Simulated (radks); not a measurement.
The numbers below are computed, except where a source is named.
The chlorine ion Cl+ inside a hard spherical wall (all orbitals vanish at R), configuration held at [Ne] 3s2 3p4 and not refilled when levels cross. Code: a radial shooting solver on a logarithmic mesh with Libxc functionals. Model: non-relativistic Kohn-Sham, PBEsol, spin-unpolarised, spherical densities, point nucleus. Eigenvalues in eV, with the zero of energy where the potential of the charges vanishes at infinity; a dash marks a level that is unbound or too diffuse for the functional's potential to be trusted. A positive occupied level is held by the wall or, in an anion where self-interaction has pushed it up, behind a barrier. The pressure on the wall is -dE/dV.

R (bohr) = free: E (hartree) -458.76638; kinetic (hartree) 458.154; e(2s) -263.28; e(2p) -204.20; e(3s) -31.832; e(3p) -19.393; e(4s, empty) -; e(3d, empty) -; pressure (GPa) 0
R (bohr) = 20: E (hartree) -458.76638; kinetic (hartree) 458.154; e(2s) -263.28; e(2p) -204.20; e(3s) -31.832; e(3p) -19.393; e(4s, empty) -; e(3d, empty) -; pressure (GPa) < 0.0001
R (bohr) = 12: E (hartree) -458.76638; kinetic (hartree) 458.154; e(2s) -263.28; e(2p) -204.20; e(3s) -31.832; e(3p) -19.393; e(4s, empty) -5.495; e(3d, empty) -3.957; pressure (GPa) < 0.0001
R (bohr) = 10: E (hartree) -458.76638; kinetic (hartree) 458.154; e(2s) -263.28; e(2p) -204.20; e(3s) -31.832; e(3p) -19.393; e(4s, empty) -5.444; e(3d, empty) -3.935; pressure (GPa) < 0.0001
R (bohr) = 8: E (hartree) -458.76636; kinetic (hartree) 458.154; e(2s) -263.28; e(2p) -204.20; e(3s) -31.831; e(3p) -19.392; e(4s, empty) -5.143; e(3d, empty) -3.827; pressure (GPa) 0.00119
R (bohr) = 6: E (hartree) -458.76526; kinetic (hartree) 458.167; e(2s) -263.21; e(2p) -204.13; e(3s) -31.783; e(3p) -19.342; e(4s, empty) -3.383; e(3d, empty) -3.306; pressure (GPa) 0.154
R (bohr) = 5: E (hartree) -458.75728; kinetic (hartree) 458.238; e(2s) -262.88; e(2p) -203.80; e(3s) -31.558; e(3p) -19.093; e(4s, empty) -0.191; e(3d, empty) -2.416; pressure (GPa) 1.77
R (bohr) = 3: E (hartree) -458.18798; kinetic (hartree) 461.220; e(2s) -253.88; e(2p) -194.65; e(3s) -25.107; e(3p) -11.527; e(4s, empty) 38.678; e(3d, empty) 8.957; pressure (GPa) 318
R (bohr) = 2: E (hartree) -453.61974; kinetic (hartree) 476.740; e(2s) -224.93; e(2p) -164.89; e(3s) 6.292; e(3p) 23.291; e(4s, empty) 166.79; e(3d, empty) 45.542; pressure (GPa) 6960
